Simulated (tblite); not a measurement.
Parent: `[Cl:1][SiH2:2][C:3]1=[C:4]([Cl:5])[CH2:6][CH2:7]1` with Cl1–Si2–C3–C4 180°, C4H6Cl2Si.

Computed geometry: GFN2-xTB, gas phase. One conformer each, not checked by frequencies here.

| coordinate of the parent | value |
| --- | --- |
| Cl1–Si2 | 2.020 Å |
| Si2–C3 | 1.869 Å |
| C3=C4 | 1.340 Å |
| C4–Cl5 | 1.703 Å |
| C4–C6 | 1.497 Å |
| C6–C7 | 1.548 Å |
| C3–C7 | 1.522 Å |
| Cl1–Si2–C3 | 106.3° |
| Si2–C3–C4 | 135.3° |
| Si2–C3–C7 | 133.2° |
| C4–C3–C7 | 91.5° |
| C3–C4–Cl5 | 133.3° |
| C3–C4–C6 | 96.4° |
| Cl5–C4–C6 | 130.3° |
| C4–C6–C7 | 84.8° |
| C3–C7–C6 | 87.2° |

Problem. How does the shared frame change in `[SiH3:1][CH2:2][Si@@H:3]([Cl:4])[C:5]1=[C:6]([Cl:7])[CH2:8][CH2:9]1` with Si1–C2–Si3–Cl4 -59°, C2–Si3–C5–C6 32°, C5H10Cl2Si2? Atoms pair as Cl1 = Cl4, Si2 = Si3, C3 = C5, C4 = C6, Cl5 = Cl7, C6 = C8, C7 = C9 (parent first).

Solution. 
```
    parent    relative  value in the relative  change
   Cl1–Si2     Cl4–Si3                2.028 Å  +0.008
    Si2–C3      Si3–C5                1.870 Å  +0.001
     C3=C4       C5=C6                1.339 Å  -0.001
    C4–Cl5      C6–Cl7                1.703 Å   0.000
     C4–C6       C6–C8                1.497 Å   0.000
     C6–C7       C8–C9                1.548 Å   0.000
     C3–C7       C5–C9                1.521 Å  -0.001
Cl1–Si2–C3  Cl4–Si3–C5                 106.4°    +0.1
 Si2–C3–C4   Si3–C5–C6                 135.5°    +0.2
 Si2–C3–C7   Si3–C5–C9                 133.0°    -0.2
  C4–C3–C7    C6–C5–C9                  91.5°     0.0
 C3–C4–Cl5   C5–C6–Cl7                 133.6°    +0.3
  C3–C4–C6    C5–C6–C8                  96.5°    +0.1
 Cl5–C4–C6   Cl7–C6–C8                 129.9°    -0.4
  C4–C6–C7    C6–C8–C9                  84.7°    -0.1
  C3–C7–C6    C5–C9–C8                  87.3°    +0.1
```

Of the parent's bonds, Cl1–Si2 changes most (+0.008 Å). Bonds of the relative outside the shared frame: Si1–C2 1.907, C2–Si3 1.897 Å. Point group Cs → C1.
